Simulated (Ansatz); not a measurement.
A nudged elastic band was laid between two geometries of C2H3SSi (7 atoms, charge -1, multiplicity 1).

The calculation used RKS B3LYP-D4/def2-SVP in Ansatz 0.2.0.

```
movable images  : 9
climbing image  : yes
spring          : 5.0 eV/Å²
optimiser       : quadratic models (default)
start path      : through a guess of the saddle point
force threshold : 0.05 eV/Å
iteration limit : 60
end points      : relaxed
```

Initial state:

```xyz
7
Properties=species:S:1:pos:R:3
C 0.274 1.118 0.233
C -0.215 -0.267 0.109
Si -0.318 -1.780 -0.501
S -0.968 -3.683 -0.696
H 0.115 1.747 -0.672
H -0.246 1.659 1.055
H 1.358 1.205 0.472
```

Final state:

```xyz
7
Properties=species:S:1:pos:R:3
C 0.582 1.135 0.077
C -0.239 0.071 0.056
Si 0.376 -1.738 -0.390
S -1.327 -2.878 -0.211
H 0.260 2.158 0.327
H -1.303 0.231 0.306
H 1.651 1.021 -0.165
```

(1) Which bonds break or form, and what moves?

(2) What energy profile does the band end with?

(3) What is the geometry of the highest image?

Results:

(1) Bonds broken: C1–H6. Bonds formed: C2–H6.

(2) The forces met the threshold. The highest image is number 5 of 0 to 10, 1.53 eV above the first end and 3.05 eV above the last; the last end lies 1.52 eV below the first. Neighbouring images differ by up to 1.4 eV, so the band resolves the path poorly. A vibrational analysis at the climbing image gives one clearly imaginary mode, 1263i cm⁻¹: a first-order saddle point. The orbitals stay closed-shell, which can raise the energy where a bond breaks towards radicals; this wasn't checked here. Limits of this set-up: an anion without diffuse functions.

```json
{"image": "0", "path coordinate (Å)": "0.00", "energy (eV)": "0.00", "C1–H6 (Å)": "1.11", "C2–H6 (Å)": "2.15"}
{"image": "1", "path coordinate (Å)": "0.75", "energy (eV)": "0.09", "C1–H6 (Å)": "1.11", "C2–H6 (Å)": "2.14"}
{"image": "2", "path coordinate (Å)": "1.50", "energy (eV)": "0.48", "C1–H6 (Å)": "1.11", "C2–H6 (Å)": "2.06"}
{"image": "3", "path coordinate (Å)": "2.26", "energy (eV)": "0.91", "C1–H6 (Å)": "1.12", "C2–H6 (Å)": "1.96"}
{"image": "4", "path coordinate (Å)": "3.01", "energy (eV)": "0.92", "C1–H6 (Å)": "1.10", "C2–H6 (Å)": "1.90"}
{"image": "5", "path coordinate (Å)": "3.76", "energy (eV)": "1.53", "C1–H6 (Å)": "1.30", "C2–H6 (Å)": "1.32"}
{"image": "6", "path coordinate (Å)": "4.26", "energy (eV)": "0.25", "C1–H6 (Å)": "1.68", "C2–H6 (Å)": "1.12"}
{"image": "7", "path coordinate (Å)": "4.75", "energy (eV)": "-1.12", "C1–H6 (Å)": "1.96", "C2–H6 (Å)": "1.09"}
{"image": "8", "path coordinate (Å)": "5.25", "energy (eV)": "-1.46", "C1–H6 (Å)": "2.08", "C2–H6 (Å)": "1.10"}
{"image": "9", "path coordinate (Å)": "5.75", "energy (eV)": "-1.51", "C1–H6 (Å)": "2.10", "C2–H6 (Å)": "1.10"}
{"image": "10", "path coordinate (Å)": "6.24", "energy (eV)": "-1.52", "C1–H6 (Å)": "2.10", "C2–H6 (Å)": "1.10"}
```

(3) 
```xyz
7
Properties=species:S:1:pos:R:3
C 0.400 0.978 0.082
C -0.155 0.050 -0.785
Si 0.122 -1.763 -1.052
S -1.005 -2.508 0.532
H 0.016 2.020 0.184
H -0.718 0.387 0.365
H 1.340 0.836 0.674
```

The run took 11 min on 1 thread of Arm Neoverse V2, on a shared host, peak memory 0.15 GiB.
